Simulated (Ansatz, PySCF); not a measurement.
Sb(Cl)3 anion (Cl3Sb), SMILES [Cl][Sb]([Cl])[Cl] (connectivity only; charge and spin as stated), charge -1, multiplicity 2. Atoms are numbered in the order given.

```xyz
4

Sb     0.0026     0.3473     0.0000
Cl    -0.0008    -2.0991     0.0000
Cl     0.0042     0.4778    -2.6261
Cl     0.0042     0.4778     2.6261
```
Charge -1, spin multiplicity 2.

The structure is a stationary point at r2SCAN-D4/def2-SVPD. The spin state was assumed, not searched. The isomer is the one that the SMILES or the coordinates give; other isomers of the formula were not compared. The def2 effective core potentials stand for the cores of Sb; spin–orbit coupling is left out.

Two levels are set side by side: PBE-D3(BJ)/def2-SVPD (Ansatz, a program for electronic structure) and r2SCAN-D4/def2-SVPD (Ansatz). Each level has its own optimised geometry; the coordinates shown are those of the second. Frequencies come from the Hessian of PySCF at each geometry. Differences are taken from unrounded values.

```csv
quantity,r2SCAN-D4
mean bond length (Å),2.568
bond Sb1–Cl2 (Å),2.446
bond Sb1–Cl3 (Å),2.629
bond Sb1–Cl4 (Å),2.629
highest harmonic wavenumber (cm⁻¹),318
mean harmonic wavenumber (cm⁻¹),164
zero-point energy (kcal/mol),1.41
```

What does PBE-D3(BJ) give, and how far is it from r2SCAN-D4? (The exact figures need the calculation; the answer reports its results.)


```json
[
 {"quantity": "mean bond length (Å)", "PBE-D3(BJ)": "2.589", "PBE-D3(BJ) minus r2SCAN-D4": "0.021"},
 {"quantity": "bond Sb1–Cl2 (Å)", "PBE-D3(BJ)": "2.480", "PBE-D3(BJ) minus r2SCAN-D4": "0.033"},
 {"quantity": "bond Sb1–Cl3 (Å)", "PBE-D3(BJ)": "2.644", "PBE-D3(BJ) minus r2SCAN-D4": "0.014"},
 {"quantity": "bond Sb1–Cl4 (Å)", "PBE-D3(BJ)": "2.644", "PBE-D3(BJ) minus r2SCAN-D4": "0.014"},
 {"quantity": "highest harmonic wavenumber (cm⁻¹)", "PBE-D3(BJ)": "298", "PBE-D3(BJ) minus r2SCAN-D4": "-20"},
 {"quantity": "mean harmonic wavenumber (cm⁻¹)", "PBE-D3(BJ)": "152", "PBE-D3(BJ) minus r2SCAN-D4": "-12"},
 {"quantity": "zero-point energy (kcal/mol)", "PBE-D3(BJ)": "1.31", "PBE-D3(BJ) minus r2SCAN-D4": "-0.10"}
]
```
